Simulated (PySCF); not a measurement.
Cost against size for one kind of job: delta-SCF UKS SCAN, pcX-2 on the ionised atom, pcseg-1 elsewhere, spin-free X2C in PySCF 2.14.0. Hardware: one thread of an Arm Neoverse N1, on a shared host. Times come from a shared host and carry two figures at best.

```json
{"species (SMILES)": "[Cl][Ga]", "atoms": "2", "electrons": "48", "basis functions": "87", "SCF cycles": "22", "core holes": "2", "wall time": "?"}
{"species (SMILES)": "C#C/C(=C\\Cl)N=C", "atoms": "11", "electrons": "58", "basis functions": "164", "SCF cycles": "180", "core holes": "8", "wall time": "?"}
{"species (SMILES)": "N#CC[C@H]([SiH3])[GeH3]", "atoms": "15", "electrons": "80", "basis functions": "188", "SCF cycles": "102", "core holes": "6", "wall time": "98 s"}
{"species (SMILES)": "NC[SiH2]C#[C][GeH3]", "atoms": "15", "electrons": "80", "basis functions": "188", "SCF cycles": "102", "core holes": "6", "wall time": "2.4 min"}
{"species (SMILES)": "CC#C[SiH2][NH][GeH3]", "atoms": "15", "electrons": "80", "basis functions": "188", "SCF cycles": "105", "core holes": "6", "wall time": "1.9 min"}
```

Q: Estimate the withheld figures.

A: `[Cl][Ga]`: 2.5 s; `C#C/C(=C\Cl)N=C`: 2.7 min.

Q: With all rows, how does the wall time grow with the number of basis functions N?

A: A straight line through log(time) against log(N) has slope 5.1 between N = 87 and 188, and the rows scatter about it by a factor of about 1.7 (standard error of the fit). This is a fit to these rows, whose iteration counts differ, not the method's formal scaling.
